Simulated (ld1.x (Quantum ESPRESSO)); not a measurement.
## Configuration tests for Mn (Z = 25) (ultrasoft)

manganese, ultrasoft, made with ld1.x (Quantum ESPRESSO) 7.5 (BP86, scalar-relativistic). Core [Ar], reference 3d5 4s1.5 4p0 (charge +0.5). Waves: 4s (bound): rcut 2.50, rcutus 2.75 bohr; 4s channel at 0.2 Ry: rcut 2.50, rcutus 2.75 bohr; 4p (bound, empty): rcut 2.40, rcutus 2.70 bohr; 4p channel at 0.05 Ry: rcut 2.40, rcutus 2.70 bohr; 3d (bound): rcut 1.45, rcutus 1.85 bohr; 3d channel at -0.3 Ry: rcut 1.45, rcutus 1.85 bohr. Local part: all-electron potential smoothed inside 2.10 bohr (lloc = -2). Core correction: none. Augmentation charge: PSQ, inside the norm-conserving radii.

Energies are relative to the spin-unpolarised reference configuration 3d5 4s1.5 4p0; without spin polarisation the order of configurations can differ from experiment.

(1) Give the all-electron excitation energy and the error of the potential for: 3d5 4s2 4p0; 3d5 4s1 4p0; 3d5 4s0 4p0; 3d3 4s0 4p0; 3d6 4s0 4p0; 3d5 4s0 4p2; 3d6 4s1 4p0.

## Answers

(1)

```csv
valence configuration,charge,ΔE all-electron (eV),error AE − PS (meV)
3d5 4s2 4p0,0,-3.449,-0.1
3d5 4s1 4p0,+1,5.156,-1.2
3d5 4s0 4p0,+2,20.862,-10
3d3 4s0 4p0,+4,104.246,-546
3d6 4s0 4p0,+1,3.561,-118
3d5 4s0 4p2,0,4.552,-1.6
3d6 4s1 4p0,0,-3.783,-56
```
